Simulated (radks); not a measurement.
Species: neutral argon. Configuration: [Ar]. All-electron calculation, Dirac Kohn-Sham, LDA (Slater exchange, Perdew-Wang correlation), spin-unpolarised, spherical densities, finite nucleus; Fermi nuclear charge, rms radius 3.4274 fm. Program: a radial shooting solver on a logarithmic mesh with Libxc functionals.

Spin-orbit splittings of the eigenvalues, e(l+1/2) - e(l-1/2), with zeta = 2 splitting/(2l+1) and mean radii in bohr:

shell  occ.  splitting (eV)  zeta (eV)  <r> j=l-1/2  <r> j=l+1/2
2p        6           2.228      1.486       0.3758       0.3782
3p        6               ?          ?        1.658        1.669

Estimate the 3p splitting.

Answer. 0.1794 eV (zeta = 0.1196 eV).
